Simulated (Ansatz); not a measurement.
System: C3H8O, net charge 0, singlet state. 
Geometry from a B3LYP-D3(BJ)/def2-TZVP (Ansatz, a first-principles code) optimisation:
SMILES: CCCO
```xyz
12

C     -1.8645    -0.1931    -0.3023
C     -0.5633    -0.0415     0.4803
C      0.6470     0.0514    -0.4275
O      1.8098     0.1901     0.3857
H     -1.8566    -1.0970    -0.9161
H     -2.0299     0.6578    -0.9677
H     -2.7210    -0.2579     0.3699
H     -0.5982     0.8550     1.1046
H     -0.4258    -0.8898     1.1558
H      0.5406     0.9120    -1.1014
H      0.7147    -0.8511    -1.0496
H      2.5829     0.2497    -0.1841
```

Give the harmonic wavenumbers at B3LYP-D3(BJ)/def2-TZVP (Ansatz, finite differences of forces, unscaled).

124, 229, 258, 276, 458, 770, 891, 907, 1034, 1061, 1097, 1185, 1257, 1269, 1323, 1353, 1416, 1455, 1494, 1501, 1508, 1527, 2969, 2993, 3028, 3036, 3062, 3089, 3098, 3813 cm⁻¹. Zero-point energy 67.9 kcal/mol.

From these and the geometry, give the ideal-gas thermochemistry at 298.15 K and 1 atm (rigid rotor, harmonic oscillator).

Point group Cs, rotational symmetry number 1. Rotational constants 26.73, 3.801, 3.547 GHz. S(trans) 38.20, S(rot) 24.30, S(vib) 9.89, S(elec, spin only) 0.00, S 72.4 cal/(mol K). H(298) - H(0) 4.11 kcal/mol; G - E(el) 50.4 kcal/mol. Tabulated S at 1 bar: 77.1 cal/(mol K) (CRC Handbook, as tabulated in the package chemicals); it can hold hindered rotation or other conformers, which this model lacks.
